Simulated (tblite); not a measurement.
C₆H₆F₃O (doublet state).
SMILES with atom numbers: `[H]/[C:1]=[CH:2]\[O:3]/[CH:4]=[C:5](/[F:6])[CH2:7][CH:8]([F:9])[F:10]` (hydrogens: H11 on C1; H12 on C2; H13 on C4; H14, H15 on C7; H16 on C8)

Structure optimised with GFN2-xTB, isolated species. This method treats the open shell by occupation alone, without spin polarisation.

Entries marked ? are missing. Bonds in one row agree within 0.01 Å.

```
    coordinate    value
         C1=C2        ?
         C2–O3        ?
         O3–C4  1.353 Å
         C4=C5  1.329 Å
         C5–F6  1.358 Å
         C5–C7  1.493 Å
         C7–C8        ?
 C8–F9, C8–F10  1.354 Å
        C1–H11  1.059 Å
        C2–H12  1.086 Å
        C4–H13  1.082 Å
C7–H14, C7–H15  1.091 Å
        C8–H16  1.101 Å
      C1–C2–O3        ?
      C2–O3–C4        ?
      O3–C4–C5   121.1°
      C4–C5–F6   118.2°
      C4–C5–C7   127.5°
      F6–C5–C7   114.2°
      C5–C7–C8   110.6°
      C7–C8–F9        ?
     C7–C8–F10        ?
     F9–C8–F10   106.2°
```

Problem. Fill in the missing values.

Solution. 
- C1=C2 = 1.291 Å, drawn double (ends: carbon bonded to C and H; carbon bonded to C, O and H); 0.13 Å below the sum of covalent radii, 1.42 Å.
- C2–O3 = 1.386 Å, drawn single (ends: carbon bonded to C, O and H; oxygen bonded to 2 C); equal to the sum of covalent radii, 1.39 Å.
- C7–C8 = 1.527 Å, drawn single (ends: carbon bonded to 2 C and 2 H; carbon bonded to C, 2 F and H); 0.01 Å above the sum of covalent radii, 1.52 Å.
- C1–C2–O3 = 130.3°, at the carbon bonded to C, O and H; the outer atoms are 2.430 Å apart.
- C2–O3–C4 = 118.4°, at the oxygen bonded to 2 C; the outer atoms are 2.354 Å apart.
- C7–C8–F9 = 110.7°, at the carbon bonded to C, 2 F and H; the outer atoms are 2.372 Å apart.
- C7–C8–F10 = 110.4°, at the carbon bonded to C, 2 F and H; the outer atoms are 2.369 Å apart.

Radii are Cordero's, carbon taken as 0.76, 0.73 or 0.69 Å for four, three, and two or fewer neighbours.

Its GFN2-xTB frequencies are all real (lowest 22 cm⁻¹). Torsions: C1–C2–O3–C4 -5°, C2–O3–C4–C5 168°, C4–C5–C7–C8 -109°, C5–C7–C8–F9 67°. 3 starts were optimised and ended at 0.00, 1.20 and 2.60 kcal/mol (GFN2-xTB); the lowest of these is shown.

One conformer stands for the species.

All values are computed, not measured.
